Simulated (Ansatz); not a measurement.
Mulliken charges of `C#[C][GeH2][NH2]` from r2SCAN/def2-TZVPP in Ansatz (PBE0-D4/def2-TZVP geometry).

```json
{"atom": "C1", "x (Å)": "-0.021", "y (Å)": "1.135", "z (Å)": "-2.158", "charge (e)": "-0.253"}
{"atom": "C2", "x (Å)": "0.247", "y (Å)": "0.688", "z (Å)": "-1.070", "charge (e)": "-0.151"}
{"atom": "Ge3", "x (Å)": "0.633", "y (Å)": "-0.042", "z (Å)": "0.657", "charge (e)": "0.331"}
{"atom": "N4", "x (Å)": "-0.724", "y (Å)": "-1.085", "z (Å)": "1.317", "charge (e)": "-0.419"}
{"atom": "H5", "x (Å)": "-0.255", "y (Å)": "1.532", "z (Å)": "-3.120", "charge (e)": "0.209"}
{"atom": "H6", "x (Å)": "0.838", "y (Å)": "1.127", "z (Å)": "1.626", "charge (e)": "0.001"}
{"atom": "H7", "x (Å)": "1.879", "y (Å)": "-0.924", "z (Å)": "0.526", "charge (e)": "0.001"}
{"atom": "H8", "x (Å)": "-1.589", "y (Å)": "-0.581", "z (Å)": "1.456", "charge (e)": "0.140"}
{"atom": "H9", "x (Å)": "-0.921", "y (Å)": "-1.898", "z (Å)": "0.750", "charge (e)": "0.140"}
```

Task: By hand: the dipole of these point charges (1 e Å = 4.8032 D).

Result: Σ q r = (0.079, 0.023, 0.032) e Å, of length 0.088 e Å = 0.42 D.

Task: How does the dipole of the full density compare? (An estimate is asked.)

Result: Computed: (-0.174, -0.010, -0.146) e Å, 1.09 D; the point charges give 0.39 times that, at 158° from its direction, so they point the opposite way.

Point charges leave out the atoms' own dipoles, such as those of lone pairs, and Mulliken's split depends on the basis, so the two needn't agree.
